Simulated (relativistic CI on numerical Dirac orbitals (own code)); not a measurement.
# Electric-dipole transitions in La XLII

These numbers are calculated, not measured: Dirac-Coulomb-Breit CI, separate exchange-only KLI orbitals for each configuration, model QED (radiative potential, 1s self-energy scaled to tabulated hydrogen-like ionisation energies), unscaled Slater integrals (own radial code, finite nucleus).

Configurations in the expansion (outside the closed core [Ne]): 3s2 3p4, 3s 3p5, 3s2 3p3 3d, 3p6, 3s 3p4 3d, 3p5 3d, 3s 3p3 3d2, 3s2 3p2 3d 4p, 3p5 4s, 3s 3p3 3d 4s, 3p5 4p, 3s2 3p3 4s, 3s2 3p3 4p, 3p4 3d 4p, 3s2 3p3 4d, 3s 3p4 4s, 3s2 3p3 4f, 3s 3p4 4p, 3s 3p4 4d, 3s 3p4 4f, 3s2 3p3 5s, 3s2 3p3 5p, 3s2 3p2 4s 4p, 3s2 3p3 5d, 3s2 3p3 5f, 3s2 3p3 5g, 3s 3p3 4s2, 3s 3p4 5s, 3s2 3p2 3d2, 3s2 3p 3d3, 3s 3p2 3d3, 3s2 3p 3d2 4s, 3s2 3p 3d2 4p, 3s2 3p 3d2 4d, 3p4 3d2, 3p3 3d3, 3p3 3d2 4s, 3p3 3d2 4p, 3p3 3d2 4d, 3s2 3p2 3d 4s, 3s 3p2 3d2 4s, 3s2 3p 3d 4s2, 3s2 3p 3d 4s 4p, 3s2 3p 3d 4s 4d, 3p4 3d 4s, 3p3 3d 4s2, 3p3 3d 4s 4p, 3p3 3d 4s 4d, 3s2 3p2 4s2, 3s 3p2 3d 4s2, 3s2 3p 4s2 4p, 3s2 3p 4s2 4d, 3s2 3p2 4p2, 3s2 3p 3d 4p2, 3s 3p2 3d 4p2, 3s2 3p 4s 4p2, 3s2 3p 4p3, 3s2 3p 4p2 4d, 3s 3p3 4s 4p, 3s 3p2 3d 4s 4p, 3s 3p2 4s2 4p, 3s 3p2 4s 4p2, 3s 3p2 4s 4p 4d. Double excitations out of closed p, d and f shells are left out; levels of such configurations are missing from the list, as are those of other unlisted configurations, and high levels can miss mixing partners. These lack a partner that the ground configuration has and come out too high: 3s2 3p3 4f, 3s 3p4 4p, 3s 3p4 4d, 3s 3p4 4f, 3s2 3p3 5s.

```
λ vac (Å)                  Lower                   Upper   A (s⁻¹)  E lower (Ry)  E upper (Ry)
   40.432   3s2 3p3 3d 3F°_2 [5]   3s2 3p2 3d2 3D_1 [96]  8.42e+11       12.2823       34.8204
   40.638  3s2 3p3 3d 3D°_3 [12]  3s2 3p2 3d2 3F_4 [136]  3.24e+11       15.5350       37.9587
   40.887  3s2 3p3 3d 3F°_4 [10]  3s2 3p2 3d2 5P_3 [120]  1.04e+12       14.2150       36.5024
   40.919  3s2 3p3 3d 3D°_3 [12]  3s2 3p2 3d2 3D_2 [135]  6.43e+11       15.5350       37.8052
   40.994   3s2 3p3 3d 3F°_3 [8]   3s2 3p2 3d2 5D_3 [98]  9.53e+11       12.7108       34.9401
   40.996  3s2 3p3 3d 5D°_4 [23]  3s2 3p2 3d2 3D_3 [198]  8.05e+11       20.8539       43.0818
   41.068   3s2 3p3 3d 3F°_3 [8]   3s2 3p2 3d2 5D_2 [97]  8.19e+11       12.7108       34.9000
   41.324  3s2 3p3 3d 3F°_4 [10]  3s2 3p2 3d2 3F_4 [116]  3.74e+11       14.2150       36.2666
   41.336   3s2 3p3 3d 3F°_2 [5]   3s2 3p2 3d2 3P_2 [93]  4.93e+11       12.2823       34.3279
   41.490   3s2 3p3 3d 3P°_2 [9]  3s2 3p2 3d2 3F_2 [113]  4.66e+11       14.1036       36.0673
   41.520       3s2 3p4 3P_2 [1]   3s2 3p3 3d 3S°_1 [30]  9.27e+11        0.0000       21.9475
   41.798  3s2 3p3 3d 3D°_3 [12]  3s2 3p2 3d2 1F_3 [128]  6.45e+11       15.5350       37.3366
   41.833       3s2 3p4 3P_2 [1]   3s2 3p3 3d 3P°_2 [29]  8.89e+11        0.0000       21.7832
   42.051       3s2 3p4 1S_0 [2]   3s2 3p3 3d 1P°_1 [32]  7.77e+11        1.0300       22.7006
   42.075  3s2 3p3 3d 3F°_4 [10]  3s2 3p2 3d2 5D_4 [108]  5.94e+11       14.2150       35.8734
   42.108       3s2 3p4 3P_1 [3]   3s2 3p3 3d 3P°_1 [51]  5.53e+11        7.2305       28.8714
   42.129       3s2 3p4 3P_2 [1]   3s2 3p3 3d 3D°_3 [27]  7.34e+11        0.0000       21.6304
   42.922       3s2 3p4 1D_2 [4]   3s2 3p3 3d 1F°_3 [52]  6.43e+11        7.7774       29.0080
   43.544  3s2 3p3 3d 3F°_4 [10]  3s2 3p2 3d2 5F_5 [101]  2.86e+11       14.2150       35.1428
   45.571   3s2 3p3 3d 3F°_3 [8]   3s2 3p2 3d2 3H_4 [81]  1.92e+11       12.7108       32.7077
   50.965       3s2 3p4 1D_2 [4]       3s 3p5 1P°_1 [40]  5.91e+11        7.7774       25.6578
   53.984       3s2 3p4 3P_1 [3]   3s2 3p3 3d 1D°_2 [37]  2.62e+11        7.2305       24.1109
   54.606      3s2 3p4 3P_0 [11]   3s2 3p3 3d 1P°_1 [72]  5.02e+11       15.4122       32.1003
   54.796       3s2 3p4 3P_2 [1]       3s 3p5 3P°_2 [14]  1.59e+11        0.0000       16.6301
   54.822  3s2 3p3 3d 3G°_5 [28]    3s 3p4 3d 3G_5 [140]  2.60e+11       21.6967       38.3189
   55.396   3s2 3p3 3d 3F°_3 [8]     3s 3p4 3d 3F_4 [55]  1.34e+11       12.7108       29.1609
   55.791       3s2 3p4 1D_2 [4]   3s2 3p3 3d 1D°_2 [37]  2.14e+11        7.7774       24.1109
   57.251  3s2 3p3 3d 3G°_4 [20]  3s2 3p2 3d2 3H_5 [111]  2.17e+11       20.0229       35.9399
   57.528       3s2 3p4 1D_2 [4]   3s2 3p3 3d 1F°_3 [36]  2.01e+11        7.7774       23.6177
   58.659       3s2 3p4 3P_2 [1]   3s2 3p3 3d 3D°_3 [12]  1.48e+11        0.0000       15.5350
```

Terms are leading LS components. Brackets give the number of a level in order of energy, since labels repeat. The list gives strong lines, with weight on those to low levels, without lines whose two gauges differ by over a factor of 2.5, among the lowest 400 of 10362 levels, so that lines to higher ones, which can be the strongest, are missing. Levels whose partners in the same complex of configurations lie outside the list can be far off, and so can their lines. Rates are taken at the computed energies, electric ones in the length gauge.

At this charge energies of transitions that change n are usually good to better than 1 %, and those within a shell (Δn = 0) to a few per cent.

LS names give the leading component of a level, which can be under half, so a name can repeat, a term be missing and a line seem to break the LS rules.
